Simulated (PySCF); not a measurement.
C₃H₆Cl, SMILES C[C](C)Cl, multiplicity 2. Atoms are numbered in the order given.

```xyz
10

C     -1.0659     0.0249    -1.3060
C     -0.3915    -0.1754     0.0000
C     -1.0659     0.0249     1.3060
Cl     1.3316     0.0152     0.0000
H     -1.1103     1.0960    -1.5900
H     -2.1012    -0.3471    -1.2626
H     -0.5371    -0.5015    -2.1148
H     -0.5371    -0.5015     2.1148
H     -1.1103     1.0960     1.5900
H     -2.1012    -0.3471     1.2626
```
Charge 0, spin multiplicity 2.

Coordinates come from a PBE0-D3(BJ)/def2-SVP optimisation. The isomer is the one that the SMILES or the coordinates give; other isomers of the formula were not compared.

The numbers are results of PySCF with TDA-PBE0/def2-SVPD, not measurements.

Vertical excitations. Gas-phase values at a fixed geometry.

```tsv
state	energy (eV)	λ (nm)	f	main pairs
root 1	4.66	266	0.004	α HOMO→LUMO+1 88 %
root 2	4.98	249	0.011	α HOMO→LUMO 92 %
root 3	5.53	224	0.000	β HOMO→LUMO 98 %
root 4	6.06	205	0.003	α HOMO→LUMO+2 99 %
root 5	6.34	196	0.051	α HOMO→LUMO+4 9 %, β HOMO−1→LUMO 84 %
root 6	6.48	191	0.007	α HOMO→LUMO+3 89 %, β HOMO−1→LUMO 6 %
root 7	6.57	189	0.022	α HOMO→LUMO+4 88 %, β HOMO−1→LUMO 6 %
root 8	6.91	179	0.006	α HOMO→LUMO+6 95 %
root 9	6.95	178	0.004	α HOMO→LUMO+5 97 %
root 10	7.15	173	0.004	α HOMO→LUMO+7 97 %
```
Unrestricted roots are not spin-pure.
